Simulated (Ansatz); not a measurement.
Program: Ansatz. Geometries: PBE0-D4/def2-TZVP. ΔE: electronic, gas phase. CCSD(T)/CBS is the MP2 limit (def2-TZVPP, def2-QZVPP) plus CCSD(T) − MP2 in def2-TZVPP, frozen cores. This one scheme is used for every species. Functionals use def2-TZVPP. HSE06 is defined as in plane-wave codes. One conformer a species, not always the lowest.

Reaction (ligand exchange at the Al–Cl bond): `[F][Al]([F])[Cl]` + CH₃SH → `C[S][Al]([F])[F]` + HCl

`[F][Al]([F])[Cl]`:

Z-matrix (Å, degrees):
```
Al
F 1 1.631
Cl 1 2.061 2 120.5
F 1 1.631 2 119.0 3 -180.0
```

CH₃SH:

```xyz
6

C     0.234    0.368   -0.227
S    -0.047   -0.826    1.099
H     0.437   -0.128   -1.175
H     1.116    0.939    0.062
H    -0.605    1.054   -0.331
H    -1.135   -1.407    0.571
```

`C[S][Al]([F])[F]`:

```xyz
8

C    -0.252   -1.032    0.885
S     1.038    0.258    0.760
Al    0.407    1.287   -1.012
F     1.252    2.565   -1.587
F    -0.940    0.804   -1.817
H     0.229   -2.006    0.809
H    -0.731   -0.938    1.858
H    -1.003   -0.938    0.104
```

HCl:

```xyz
2

Cl   -0.135    0.430   -0.453
H     0.135   -0.430    0.453
```

| level | ΔE (kcal/mol) |
| --- | --- |
| PBE-D4 | 9.8 |
| HSE06-D4 | 10.7 |
| BHLYP-D4 | 12.3 |
| MP2/CBS(def2) | 11.9 |

Q: What does CCSD(T)/CBS give? (Estimate.)

A: The calculation gave: +11.6 kcal/mol. The listed levels differ from it by -1.8, -0.9, 0.7, 0.3 kcal/mol.

Largest T1 diagnostic among the species: 0.012.

From BLYP to BHLYP (50 % exact exchange), in def2-TZVPP and without D4, ΔE moves by +1.3 kcal/mol. The D4 term adds −1.1 kcal/mol with B3LYP and −0.6 kcal/mol with PBE0; it sums over pairs of atoms, weighted by their polarisabilities, and B3LYP, whose exchange is more repulsive, gets the larger term.

B3LYP here is the variant with VWN-RPA as its local correlation; programs differ in this.
